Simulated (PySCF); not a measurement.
WS2ClBr, SMILES [S]=[W](=[S])([Cl])[Br], multiplicity 1. Atoms are numbered in the order given.

```xyz
5

W      0.0350     0.2938     0.0000
S      1.1487     0.8614    -1.7063
S      1.1487     0.8614     1.7063
Cl    -1.9273     1.4108     0.0000
Br    -0.1882    -2.0940     0.0000
```

Geometry optimised at PBE0-D3(BJ)/def2-SVP. The multiplicity is an assumed one; no other spin state was optimised. The structure was generated by enumeration; whether it is a known compound was not checked. The def2 effective core potentials stand for the cores of W; spin–orbit coupling is left out.

Calculation: PBE/def2-TZVP in PySCF.

Symmetry labels are those of the subgroup Cs that the program uses (full group Cs).

Computed valence orbital energies around the gap with their symmetry:
```csv
orbital,symmetry,energy (eV)
HOMO−7,A",-9.20
HOMO−6,A',-9.09
HOMO−5,A',-8.62
HOMO−4,A",-8.29
HOMO−3,A',-8.13
HOMO−2,A',-7.47
HOMO−1,A",-7.35
HOMO,A",-6.54
LUMO,A',-4.24
LUMO+1,A",-3.92
LUMO+2,A',-3.26
LUMO+3,A',-2.81
```
